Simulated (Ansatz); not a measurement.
`NC(O)BF`. Total charge 0; spin multiplicity 1.

Cartesian coordinates in Å:
```
N 1.1851 -0.0098 -0.3194
C -0.0686 -0.3862 0.3394
O -0.5774 -1.5575 -0.2334
B -1.0077 0.8428 0.0773
F -1.0856 1.8028 0.9884
H 1.0407 0.3749 -1.2468
H 1.7439 0.6271 0.2332
H 0.1706 -0.5202 1.4040
H 0.1453 -2.1950 -0.2634
H -1.5462 1.0212 -0.9794
```

Question: Give the diagnostics of a CCSD(T)/def2-TZVPP run (frozen core, the Gaussian-basis code of Ansatz). (An estimate is asked.)

Answer: Computed: T1 = 0.0131, largest single amplitude 0.026, largest double 0.014, (T) share of the correlation energy 3.5 %, 10 CCSD cycles. The RHF solution is stable towards an unrestricted one. T1 lies under the customary mark of 0.02 for closed shells.
